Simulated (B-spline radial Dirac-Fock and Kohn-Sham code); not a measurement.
# Cr⁶⁺ 3s: cross section and angular parameters

System: the Cr⁶⁺ ion in the configuration [Ne] 3s2 3p6; threshold 189.6 eV (orbital energy of the model). Calculated with a radial B-spline solver, using Dirac-Hartree-Slater photoionisation with a Latter tail; cross sections with all multipoles, angular parameters from the dipole term and its interference with E2.

For linearly polarised light dσ/dΩ = σ/(4π) [1 + β P₂(cos θ) + (δ + γ cos²θ) sin θ cos φ], with θ from the polarisation vector and φ the angle between the beam and the projection of the electron momentum on the plane normal to the polarisation.

```csv
hν (eV),σ (kb),β,γ
249,211,1.999,0.211
300,?,?,?
366,119,2.000,0.083
425,94.3,2.000,0.042
477,77.3,2.000,0.012
808,30.4,2.000,-0.051
855,27.4,2.000,-0.051
1060,18.4,2.000,-0.032
1160,15.4,2.000,-0.016
1200,14.5,2.000,-0.008
1290,12.5,2.000,0.010
1750,6.82,2.000,0.115
2000,5.19,2.000,0.176
3080,2.07,2.000,0.447
3350,1.71,2.000,0.512
3410,1.65,2.000,0.526
3500,1.55,2.000,0.548
4000,1.15,2.000,0.661
6000,0.444,1.999,1.066
9251.7,0.152,1.999,1.594
9350,0.148,1.999,1.608
10300,0.115,1.999,1.742
11900,0.0791,1.999,1.951
12000,0.0774,1.999,1.963
```

Task: Give the values at 300 eV.

Result: σ = 162 kb, β = 1.999, γ = 0.148. For an s subshell δ is negligible.
